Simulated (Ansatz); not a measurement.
```json
{"atom": "C", "x (Å)": "0.0000", "y (Å)": "0.0000", "z (Å)": "-0.1144"}
{"atom": "H", "x (Å)": "0.0000", "y (Å)": "1.0843", "z (Å)": "0.3432"}
{"atom": "H", "x (Å)": "0.0000", "y (Å)": "-1.0843", "z (Å)": "0.3432"}
```

Basis set: def2-TZVP (spherical functions). Correlated methods keep 1 orbital frozen. Charge 0, multiplicity 3.

Computed with Ansatz (development build ahead of 0.2.0); each method stands on the lowest determinant of its kind that the runs found.

Q: Give the atomization energy at this shape (free ground-state atoms in the same class of orbitals less the molecule, no zero-point energy) of triplet CH₂ by UHF-MP2, UHF.

A:

```
 method  atomization energy
UHF-MP2             7.63 eV
    UHF             6.33 eV
```

Caution: the shape is not the minimum.
